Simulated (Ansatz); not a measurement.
The first iterations of a band of H2 + H5W (8 atoms, charge 0, multiplicity 2).

Level of theory: UKS r2SCAN/def2-SVP (Ansatz).

* movable images: 5
* climbing image: yes
* spring: 5.0 eV/Å²
* optimiser: quadratic models (default)
* start path: through a guess of the saddle point
* force threshold: 0.03 eV/Å
* iteration limit: 60
* end points: relaxed

First end point:

```xyz
8
Properties=species:S:1:pos:R:3
W 0.000 0.000 -0.581
H 0.000 0.000 2.188
H 1.479 -0.002 0.234
H -0.002 1.479 0.234
H -1.479 0.002 0.234
H 0.002 -1.479 0.234
H 0.000 0.000 -2.310
H 0.000 0.000 2.948
```

Last end point:

```xyz
8
Properties=species:S:1:pos:R:3
W -0.099 -0.118 -0.207
H -0.434 0.176 1.738
H 1.402 0.229 0.456
H 0.219 1.398 0.435
H -1.538 0.503 0.453
H 0.492 -1.541 0.516
H -0.168 -0.227 -1.963
H 0.127 -0.420 1.753
```

| iteration | highest image above the first end (eV) | largest band force component (eV/Å) |
| --- | --- | --- |
| 1 | 4.680 | 8.533 |
| 2 | 3.146 | 6.170 |
| 3 | 1.309 | 3.286 |
| 4 | 0.391 | 1.182 |
| 5 | 0.000 | 1.785 |
| 6 | 0.000 | 0.846 |
| 7 | 0.000 | 1.070 |
| 8 | 0.000 | 0.316 |
| 9 | 0.000 | 0.394 |
| 10 | 0.000 | 0.217 |

Q: Does the band converge within its limit, and where does its top end?

A: The run converged. It ended after 32 iterations with the highest image 0.000 eV above the first end. The highest image is an end point: on this band no image between the ends rises above it.

Run time: 2.9 min on 2 threads of AMD EPYC 9B45 (Zen 5) (shared host), peak memory 0.23 GiB.
